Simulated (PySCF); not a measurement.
Precursor series Cd OH-NH2. Isolated molecules, 0 K electronic values unless said otherwise. One relaxed conformer stands for each flexible species; it need not be the lowest.

The charge on the central atom (Mulliken) from two functionals at the same geometries (r2SCAN-D4/def2-SVP), both in PySCF: PBE-D3(BJ)/def2-TZVP and B3LYP-D3(BJ)/def2-TZVP. B3LYP has the VWN-RPA correlation part, as in Gaussian. 

| species | PBE-D3(BJ)/def2-TZVP (e) | B3LYP-D3(BJ)/def2-TZVP (e) |
|---|---|---|
| 0 of 2 OH replaced by NH2 ([Cd(OH)2]) | 0.78 | 0.88 |
| 1 of 2 OH replaced by NH2 | 0.71 | 0.81 |
| 2 of 2 OH replaced by NH2 | 0.67 | 0.77 |

Over these rows, drawn at random from the members with no instability flagged (it was tested for open shells, ions and some series alone), PBE minus B3LYP-D3(BJ): mean -0.10 e, from -0.10 e to -0.09 e.
